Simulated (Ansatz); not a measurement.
Reaction (substitution at a C–Si bond): `C=C[SiH2]O[SiH](F)F` + `CBO` → `C=COBC` + `F[SiH](F)O[SiH3]`

Isolated molecules relaxed with PBE0-D4/def2-TZVP in Ansatz; ΔE leaves out vibrations. CCSD(T)/CBS adds triple-zeta CCSD(T) − MP2 to the extrapolated MP2 energy (def2 sets, frozen cores). Functionals use def2-TZVPP. B3LYP here is the variant with VWN-RPA as its local correlation; programs differ in this. One conformer a species, not always the lowest.

| level | ΔE (kJ/mol) |
| --- | --- |
| PBE-D4 | 77.6 |
| B3LYP-D4 | 77.8 |
| PBE | 75.4 |
| r2SCAN | 78.4 |
| MP2/def2-TZVPP | 85.6 |
| CCSD/def2-TZVPP | 81.9 |
| MP2/CBS(def2) | 88.3 |
| CCSD/CBS(def2) | 84.6 |

Q: What does CCSD(T)/CBS give? (Best estimate.)

A: Ansatz gave: +84.5 kJ/mol. The listed levels differ from it by -6.9, -6.7, -9.1, -6.1, 1.1, -2.6, 3.8, 0.1 kJ/mol.

Largest T1 diagnostic among the species: 0.013.

The D4 term adds +3.4 kJ/mol with B3LYP and +2.1 kJ/mol with PBE0; it sums over pairs of atoms, weighted by their polarisabilities, and B3LYP, whose exchange is more repulsive, gets the larger term. In def2-TZVPP, CCSD(T) changes the Hartree–Fock value by +7.1 kJ/mol (the triples alone add −0.1 kJ/mol) and MP2 by +10.9 kJ/mol.
